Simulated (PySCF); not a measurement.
## Worked example: oscillator strength and radiative lifetime

Al(Cl)(Me)(OSiH3) (CH₆AlClOSi), SMILES [CH3][Al]([Cl])[O][SiH3].

Geometry optimised at B3LYP-D3(BJ)/def2-SVP. The structure was generated by enumeration; whether it is a known compound was not checked. The values are those of a single conformer.

TDDFT-PBE/def2-SVPD (PySCF) puts the first singlet state with f over 0.02 at 6.20 eV (vertical), with the transition dipole (-0.539, -0.425, 0.000) in atomic units.

Find the oscillator strength, the wavelength and the radiative lifetime that this transition would have in vacuum if emission retraced absorption.


|μ|² = 0.4711 au, so |μ| = 1.74 D. ΔE = 6.20/27.211 = 0.2278 hartree. f = (2/3) ΔE |μ|² = 0.072 (the program prints 0.072).
λ = 1239.84/6.20 = 200 nm; ν = 50006 cm⁻¹.
Einstein's coefficient A = 0.6670 ν² f s⁻¹ (ν in cm⁻¹) = 1.2e8 s⁻¹, so τ = 1/A = 8.4 ns. This state is S4; the lower singlets have f = 0.011, 0.000, 0.002. The figure is the radiative limit of this one transition; relaxation, internal conversion, crossing to triplets and a medium change what is measured.
